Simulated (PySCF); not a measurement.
C2H6O3Si.
Atom-mapped SMILES: `[CH3:1][C:2](=[O:3])[O:4][SiH2:5][OH:6]` (hydrogens: H7, H8, H9 on C1; H10, H11 on Si5; H12 on O6)

Cartesian coordinates in Å at the PBE0-D3(BJ)/def2-SVP level; atoms count from 1:
```xyz
12
C2H6O3Si angstrom
C      2.1231   -0.0571    0.0399
C      0.6637   -0.2837    0.2834
O      0.2260   -1.0316    1.1292
O     -0.1080    0.4278   -0.5383
Si    -1.8247    0.4709   -0.5603
O     -2.4045   -0.5958    0.5435
H      2.7184   -0.6525    0.7403
H      2.3671   -0.3297   -0.9974
H      2.3525    1.0124    0.1533
H     -2.1885    1.8791   -0.2544
H     -2.2084    0.1208   -1.9519
H     -1.6690   -1.0041    1.0393
```

Computed with PBE0-D3(BJ)/def2-SVP geometry optimisation, gas phase (PySCF).

Take the most abundant isotopes and a rigid rotor. The values belong to one conformer with, in the numbering `[CH3:1][C:2](=[O:3])[O:4][SiH2:5][OH:6]`, C1–C2–O4–Si5 -179°, C2–O4–Si5–O6 -4°, O4–Si5–O6–H 4°.

Give the principal moments of inertia and the rotational constants in MHz.

Ia = 79.81, Ib = 259.81, Ic = 330.39 u·Å²; 505379 MHz·u·Å²/I gives A = 6332, B = 1945, C = 1530 MHz.

Classify the top.

An asymmetric top. Ray's parameter κ = (2B − A − C)/(A − C) = -0.827; −1 is the prolate and +1 the oblate limit.

What does the inertial defect say?

Not planar: Δ = Ic − Ia − Ib = -9.23 u·Å². For a rigid frame Δ = −2 Σ m c², so Σ m c² = 4.62 u·Å² lies off the ab plane: 4.59 from hydrogen and 0.03 from heavier atoms. The atom farthest from that plane is 1.27 Å away.

Which lines would a microwave search look for?

The dipole components are |μa| = 1.75 D, |μb| = 1.95 D, |μc| = 0.03 D. The squared components, which scale the intensities, stand as 0.81 : 1.00 : 0.00 (a : b : c). Some of the stronger lines:

| type | branch | J(Ka,Kc) | MHz | lower level (cm⁻¹) |
| --- | --- | --- | --- | --- |
| a | Q | 1(1,0) ← 1(1,1) | 416 | 0.262 |
| a | Q | 2(1,1) ← 2(1,2) | 1247 | 0.480 |
| a | Q | 3(1,2) ← 3(1,3) | 2492 | 0.807 |
| b | Q | 1(1,0) ← 1(0,1) | 4802 | 0.116 |
| a | R | 2(1,1) ← 1(1,0) | 7365 | 0.276 |
| a | R | 3(1,2) ← 2(1,1) | 11030 | 0.522 |
| b | Q | 2(2,0) ← 2(1,1) | 13188 | 0.522 |
| b | R | 3(1,3) ← 2(0,2) | 13784 | 0.347 |
| b | Q | 3(2,2) ← 3(1,3) | 15047 | 0.807 |
| b | R | 3(3,0) ← 2(2,1) | 33416 | 0.961 |

Not checked by PBE0-D3(BJ)/def2-SVP frequencies. Zero-point vibration and centrifugal distortion are left out. A rigid rotor knows nothing of internal rotation, which can split or shift real lines.
